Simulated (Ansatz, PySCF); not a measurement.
CH10FNSi3, SMILES C[Si@H](F)N([SiH3])[SiH3]. Atoms are numbered in the order given.

```xyz
16

C      2.0118    -0.4049     1.4921
Si     0.9557    -0.8521     0.0241
F      1.7349    -0.3851    -1.3410
N     -0.5460     0.0355    -0.0315
Si    -1.8088    -0.2658     1.1527
Si    -0.8042     1.2416    -1.2963
H      2.9769    -0.9366     1.4668
H      2.2097     0.6790     1.5058
H      1.5029    -0.6719     2.4333
H      0.7309    -2.3157    -0.0709
H     -2.0766     0.9333     1.9937
H     -1.3276    -1.3696     2.0315
H     -3.0842    -0.6783     0.5065
H     -2.1187     1.8734    -0.9900
H     -0.8669     0.6340    -2.6511
H      0.2504     2.2891    -1.2797
```

Geometry: TPSSh-D3(BJ)/def2-SVP. The structure was generated by enumeration; whether it is a known compound was not checked. One conformer was computed; it need not be the lowest.

Two levels are set side by side: PBE-D3(BJ)/def2-SVP (Ansatz, a quantum-chemistry and plane-wave program) and TPSSh-D3(BJ)/def2-SVP (PySCF). Each level has its own optimised geometry; the coordinates shown are those of the second. Frequencies come from the Hessian of PySCF at each geometry. Differences are taken from unrounded values.

```csv
quantity,TPSSh-D3(BJ)
mean bond length (Å),1.500
bond C1–Si2 (Å),1.863
bond Si2–F3 (Å),1.640
bond Si2–N4 (Å),1.745
bond N4–Si5 (Å),1.757
bond N4–Si6 (Å),1.767
bond C1–H7 (Å),1.102
bond C1–H8 (Å),1.102
bond C1–H9 (Å),1.103
bond Si2–H10 (Å),1.484
bond Si5–H11 (Å),1.489
bond Si5–H12 (Å),1.491
bond Si5–H13 (Å),1.488
bond Si6–H14 (Å),1.490
bond Si6–H15 (Å),1.486
bond Si6–H16 (Å),1.487
highest harmonic wavenumber (cm⁻¹),3131
mean harmonic wavenumber (cm⁻¹),1115
zero-point energy (kcal/mol),66.93
```

Q: What does PBE-D3(BJ) give, and how far is it from TPSSh-D3(BJ)? (Estimate from the structure and the level; the computed values follow.)

A: 
| quantity | PBE-D3(BJ) | PBE-D3(BJ) minus TPSSh-D3(BJ) |
|---|---|---|
| mean bond length (Å) | 1.511 | 0.012 |
| bond C1–Si2 (Å) | 1.867 | 0.004 |
| bond Si2–F3 (Å) | 1.650 | 0.010 |
| bond Si2–N4 (Å) | 1.754 | 0.009 |
| bond N4–Si5 (Å) | 1.765 | 0.007 |
| bond N4–Si6 (Å) | 1.774 | 0.007 |
| bond C1–H7 (Å) | 1.109 | 0.007 |
| bond C1–H8 (Å) | 1.109 | 0.007 |
| bond C1–H9 (Å) | 1.110 | 0.007 |
| bond Si2–H10 (Å) | 1.501 | 0.017 |
| bond Si5–H11 (Å) | 1.505 | 0.016 |
| bond Si5–H12 (Å) | 1.507 | 0.016 |
| bond Si5–H13 (Å) | 1.505 | 0.017 |
| bond Si6–H14 (Å) | 1.506 | 0.016 |
| bond Si6–H15 (Å) | 1.503 | 0.017 |
| bond Si6–H16 (Å) | 1.503 | 0.016 |
| highest harmonic wavenumber (cm⁻¹) | 3084 | -47 |
| mean harmonic wavenumber (cm⁻¹) | 1074 | -40 |
| zero-point energy (kcal/mol) | 64.50 | -2.43 |

Exact exchange shortens and stiffens bonds; PBE has none. Differences between two approximate levels are no errors against the true value.
